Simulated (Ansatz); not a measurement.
System: CH5BNO, charge 0, multiplicity 2. It need not be the lowest isomer of its formula. 
Geometry from a B3LYP-D3(BJ)/def2-TZVP (Ansatz, a first-principles code) optimisation:
```xyz
9

C     -1.2535     0.7756     0.4226
N     -0.6649    -0.5490     0.2376
B      0.6264    -0.8133    -0.2052
O      1.5179     0.1696    -0.5273
H     -1.5513     0.9366     1.4619
H     -0.5163     1.5301     0.1571
H     -2.1310     0.9131    -0.2144
H     -1.2718    -1.3198     0.4583
H      2.3705    -0.1612    -0.8175
```
Charge 0, spin multiplicity 2.

Computed values are from Ansatz. Correlated levels leave the core frozen unless marked. Open shells are spin-unrestricted. No spin-orbit coupling. No relativistic terms. CBS marks a two-point X^-3 extrapolation of the correlation energy; Hartree-Fock from the larger set.

Problem. What is the total energy at CCSD(T)/CBS(cc-pVTZ,cc-pVQZ)?

Solution. -195.7315 Eh.

Problem. What is the T1 diagnostic at CCSD/cc-pVQZ?

Solution. 0.013.

Problem. What is the atomisation energy De at CCSD(T)/CBS(cc-pVTZ,cc-pVQZ)?

Solution. 819.7 kcal/mol.

Problem. What is the dipole moment at CCSD(T)/aug-cc-pVDZ?

Solution. 0.66 D.
